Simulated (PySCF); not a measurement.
**One reaction down a group: F, Cl, Br, I**

The same gas-phase reaction for F, Cl, Br, I:
- 2 SnF₂ + 2 H₂ → SnF₄ + SnH₄
- 2 SnCl₂ + 2 H₂ → SnCl₄ + SnH₄
- 2 SnBr₂ + 2 H₂ → SnBr₄ + SnH₄
- 2 SnI₂ + 2 H₂ → SnI₄ + SnH₄

Energies from PySCF, thermal terms from the rigid-rotor harmonic-oscillator model, ideal gas at 1 bar. † marks an energy on the PBE0/def2-TZVP geometry and frequencies. All species are closed-shell singlets. I, Sn: scalar-relativistic def2 core potential, no spin-orbit coupling. Br: all electrons, no relativistic terms. The harmonic model lacks anharmonicity and excited electronic states, which grow with temperature; levels with a mode under 35 cm⁻¹ are left out. Soft modes under 120 cm⁻¹ make the harmonic entropy rough for SnCl₂, SnCl₄, SnBr₂, SnBr₄, SnI₂, SnI₄.

ΔH°(298 K) in kJ, by level:

```tsv
level	F	Cl	Br	I
ωB97M-V/def2-TZVP†	126.8	66.3	57.5	34.3
LDA/def2-TZVP†	99.6	40.0	33.4	17.0
HF/def2-TZVP†	90.1	55.9	56.2	43.9
PBE/def2-TZVP†	167.5	117.2	111.4	94.9
PBE0/def2-QZVP†	124.2	76.8	70.2	54.1
ωB97X-V/def2-TZVP†	108.4	47.4	38.4	15.0
BLYP/def2-TZVP†	226.9	177.3	170.8	152.0
```

At ωB97M-V/def2-TZVP†, ΔH° falls from F to I, over a range of 92.5 kJ; the steps are -60.5, -8.8, -23.2 kJ. 6 of the 7 levels shown give the same order; HF/def2-TZVP† orders the members differently. The levels scatter most for Br (137.4 kJ between the highest and the lowest) and least for F (136.8 kJ). ΔS°(298 K) runs from -276.2 to -271.9 J/K, so TΔS° at 298 K spreads over 1.3 kJ among the members, against 92.5 kJ for ΔH°.

Free energies at ωB97M-V/def2-TZVP†:

```tsv
member	ΔS°(298 K), J/K	ΔG°(298 K), kJ	ΔG°(800 K), kJ	ΔG° changes sign
F	-271.9	208	347	none from 298 to 2500 K
Cl	-276.2	149	289	none from 298 to 2500 K
Br	-275.9	140	280	none from 298 to 2500 K
I	-274.4	116	255	none from 298 to 2500 K
```

The NASA 1993 table holds none of these reactions whole; the comparison is among the levels.
